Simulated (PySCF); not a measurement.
**Property card for `C#C[P@](=O)(CC)C[SiH3]`**

Species: C5H11OPSi.
Cartesian coordinates in Å at the PBE0-D3(BJ)/def2-SVP level; atoms count from 1:
```xyz
19
C5H11OPSi angstrom
C     -1.1593    2.9803   -0.8066
C     -0.6282    1.8895   -0.7515
P      0.1632    0.2939   -0.7453
O      0.8886   -0.0346   -2.0118
C     -1.2000   -0.8490   -0.3600
C     -2.0098   -0.5619    0.8933
C      1.2627    0.3344    0.6926
Si     2.5024   -1.1023    0.5995
H     -1.6248    3.9486   -0.8630
H     -1.8277   -0.8296   -1.2664
H     -0.7335   -1.8482   -0.3337
H     -1.4038   -0.6664    1.8061
H     -2.4254    0.4572    0.8785
H     -2.8516   -1.2648    0.9799
H      1.8292    1.2786    0.6511
H      0.6964    0.3243    1.6370
H      3.5352   -0.8477   -0.4389
H      1.7833   -2.3795    0.3138
H      3.1640   -1.2277    1.9349
```

Structural features include: alkyne, Si–H bond, C–Si bond, phosphine oxide and P=O bond.

**PBE0-D3(BJ)/def2-SVP geometry optimisation, gas phase (PySCF)**

```yaml
Point_group: C1
Rotational_constants_A_B_C: 1.895, 0.982, 0.841 GHz
```

**PBE0/def2-SVPD ground state, ΔSCF and vertical TDDFT (core frozen in the response) (PySCF)**

```yaml
Dipole_moment: 4.54 D
HOMO_energy: -7.74 eV
LUMO_energy: -0.50 eV
HOMO–LUMO_gap: 7.24 eV
Lowest_singlet_excitation: 5.85 eV (212 nm, f = 0.002)
Strongest_line_among_the_10_lowest_singlet_transitions: S5 at 6.29 eV (197 nm, f = 0.017)
Lowest_triplet_excitation_Tamm–Dancoff: 4.84 eV
Static_isotropic_polarisability: 112.3 au
Vertical_ionisation_energy: 9.51 eV
Electronic_spatial_extent_⟨r²⟩_about_the_centre_of_nuclear_charge: 1559 bohr²
```

HF/pcSseg-1 ground state and GIAO shieldings, non-relativistic (PySCF):

```yaml
13C_chemical_shifts_computed_TMS_as_zero_by_class: 102.2 (C1), 80.4 (C2), 21.8 (C5), 8.2 (C6), 7.6 (C7) ppm
1H_chemical_shifts_computed_TMS_as_zero_by_class: 3.80 (H17/H18/H19), 3.23 (H9), 1.59 (H11), 1.53 (H10), 1.17 (H15), 1.02 (H12/H13/H14), 0.63 (H16) ppm
Isotropic_shieldings_of_nuclei_other_than_C_and_H_by_class: 254 (O4), 458 (Si8), 353 (P3) ppm
```

Monoisotopic mass from the formula: 146.0317 u.

S1 lies 1.39 eV below the HOMO–LUMO gap; its leading configuration is HOMO→LUMO, weight 0.89. With B = h/(8π²I), that is 505.379 GHz u Å² over I, the principal moments of inertia are 266.7, 514.4 and 600.6 u Å² (most abundant isotopes). In wavenumbers S1 is 47200 cm⁻¹ (1 eV = 8065.54 cm⁻¹). The largest Löwdin shares of the HOMO are 0.60 on O4, 0.13 on P3, 0.09 on C5 and 0.07 on C7. No computed singlet falls in the visible range (750 to 380 nm, 1.65 to 3.26 eV); S1 lies 2.59 eV above its blue end.

 NMR classes are plain means over equivalent atoms (diastereotopic ones count apart unless rotation or inversion swaps them), as if these changed places fast; in this geometry the members of some classes differ.

For the TDDFT job (PBE0/def2-SVPD), time: 7.1 min wall; peak memory 1.1 GiB. Hardware: one thread of an Arm Neoverse V1, no GPU, shared host with 32 logical CPUs at a one-minute load of 22.

One conformer stands for the species.
